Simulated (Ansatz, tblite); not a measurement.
Forces on the cluster Si5O5⁺ at its PBE0-D4/def2-SVP geometry. Total charge 1; doublet.

The xTB rows come from tblite. Another isomer (doublet) lies 0.11 eV lower at PBE0-D4/def2-TZVP; other spin states weren't run for this one.

GFN1-xTB (tblite), largest force 1.18 eV/Å:

```xyz
10
positions Å, forces eV/Å
Si    0.526   -0.102    0.221    0.782   -0.670    0.574
Si    3.650   -0.205    1.297    0.889    0.045    0.271
Si   -0.547   -1.384   -2.220   -0.053   -0.153   -0.019
Si   -0.874    1.378   -0.939   -0.859   -0.017   -0.275
Si   -1.877    0.530    1.827   -0.090   -0.100    0.092
O    -0.335   -0.238    1.618   -0.223    0.285   -0.375
O    -1.208    0.171   -2.060    0.238    0.130   -0.074
O    -1.989    1.295    0.316    0.193    0.195    0.063
O     2.192   -0.059    0.748   -0.572   -0.121   -0.131
O     0.463   -1.386   -0.808   -0.305    0.404   -0.125
```

GFN2-xTB (tblite), largest force 1.66 eV/Å:

```
Si 0.767 -0.828 0.644
Si -0.710 0.187 -0.322
Si -0.163 1.002 0.639
Si -0.537 -1.286 0.432
Si 0.413 0.174 -1.113
O -0.005 0.644 -1.534
O 0.707 -0.414 0.711
O 0.846 -0.616 0.287
O -0.706 -0.379 -0.053
O -0.611 1.516 0.310
```

PBE-D4/def2-TZVP (Ansatz), largest force 0.39 eV/Å:

```
Si 0.198 -0.139 0.131
Si 0.027 0.042 -0.011
Si 0.086 0.251 0.281
Si -0.141 -0.116 0.008
Si 0.269 -0.012 -0.277
O 0.028 -0.066 0.096
O -0.128 0.093 -0.131
O -0.150 0.125 -0.063
O -0.244 -0.074 -0.045
O 0.055 -0.105 0.012
```
